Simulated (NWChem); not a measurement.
System: ZnH$_{2}$O$_{2}$; SMILES [Zn]([OH])[OH]

NWChem input:

```
start job
memory heap 200 mb stack 900 mb global 1100 mb
geometry units angstroms noautosym nocenter noautoz
  Zn     0.000002     0.000001     0.090657
  O     -1.755055     0.191316     0.012992
  H     -2.247466    -0.433437     0.554365
  O      1.755057    -0.191314     0.012992
  H      2.247462     0.433435     0.554363
end
basis spherical
  * library cc-pvtz
end
dft
  xc hfexch
  iterations 150
end
property
  efieldgrad
end
task dft property
```

Coordinates come from a PBE0/def2-SVP optimisation.

Vzz is the largest principal value of the second derivative of the potential at the nucleus (NWChem prints the opposite sign); η is the asymmetry. Non-relativistic.

Atoms are numbered as in the input.

Question: Give the results of this calculation. (Hartree-Fock/cc-pVTZ.) Quantities: Vzz Zn1 (a.u.); η Zn1; Vzz O4 (a.u.); η O4.

Answer: Vzz Zn1 (a.u.): -3.387
η Zn1: 0.03
Vzz O4 (a.u.): 1.436
η O4: 0.65
